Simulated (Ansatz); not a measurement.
`[CH3][GeH2][Br]` → `[CH2]` (triplet) + `[GeH3][Br]` at 500 K and 1 bar (formal loss of a carbene).

Isolated molecules relaxed with PBE0-D4/def2-TZVP in Ansatz; ΔE leaves out vibrations. CCSD(T)/CBS is the MP2 limit (def2-TZVPP, def2-QZVPP) plus CCSD(T) − MP2 in def2-TZVPP, frozen cores. This one scheme is used for every species. Triplets are unrestricted, without spin–orbit coupling. For Br, Ge outer-core shells are correlated without core-valence functions, which leaves a few kJ/mol of doubt a bond. Scalar relativity is left out up to krypton.

```tsv
species	CCSD(T)/CBS energy (Eh)	H − E (kJ/mol)	S (J/(mol·K))
`[CH3][GeH2][Br]`	-4690.53762	176.4	373.6
`[CH2]` (triplet)	-39.09499	62.7	213.9
`[GeH3][Br]`	-4651.26096	88.8	308.7
```

H − E and S are ideal-gas, rigid-rotor, harmonic terms from PBE0-D4/def2-TZVP, with the whole ground term of open shells counted as degenerate. 1 Eh = 2625.50 kJ/mol, R = 8.31446 J/(mol·K).

Q: By hand: ΔE, ΔH, ΔS and ΔG.

A: ΔE = (-39.09499) + (-4651.26096) − (-4690.53762) = 0.18167 Eh = 477.0 kJ/mol. Δ(H − E) = 62.7 + 88.8 − 176.4 = -24.9, so ΔH = 452.1 kJ/mol. ΔS = 213.9 + 308.7 − 373.6 = 149.0 J/(mol·K). ΔG = 452.1 − 500 × (149.0)/1000 = 377.6 kJ/mol.

Q: By hand: the equilibrium constant, and the temperature at which ΔG would vanish if ΔH and ΔS stayed fixed.

A: log₁₀ K = −ΔG/(RT ln 10) = -39.4. ΔG = 0 at ΔH/ΔS = 3034 K, far beyond where these terms or the molecules hold.

The number of gas molecules changes by +1, which sets the sign of ΔS. A doubt of 5 kJ/mol in ΔE shifts log₁₀ K by 0.5 here. A triplet takes part, so the spin changes. These are equilibria of isolated gas molecules and say nothing of rates. Largest T1 diagnostic: 0.011 (customary marks: 0.02 for closed shells, 0.045 for open ones).
